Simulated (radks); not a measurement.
The numbers below are computed, except where a source is named.
Task: These are the eigenvalues of the occupied orbitals of an atom or ion with whole-number occupations (eV). Code: a radial shooting solver on a logarithmic mesh with Libxc functionals. Model: Dirac Kohn-Sham, BLYP, spin-unpolarised, spherical densities, finite nucleus; Fermi nuclear charge, rms radius of each element as measured or else 0.836 A^(1/3) + 0.57 fm.

| orbital | eigenvalue |
|---|---|
| 1s1/2 | -90133.11 |
| 2s1/2 | -21270.70 |
| 2p1/2 | -20819.58 |
| 2p3/2 | -18776.47 |

Which element is it, and in what charge state? The configuration may be excited. Open shells, if any, fill j = l - 1/2 first.

Result: Z = 80, mercury, charge +71: Hg71+ in [He] 2s2 2p5. The list shows which subshells hold electrons but not how many an open one holds; the 1s level, -3312.3 hartree, gives Z - s = 81.4 by -(Z - s)^2/2, which with screening and relativity narrows Z to a few neighbours, and the depths of the outer levels then fix element, charge and occupations together.
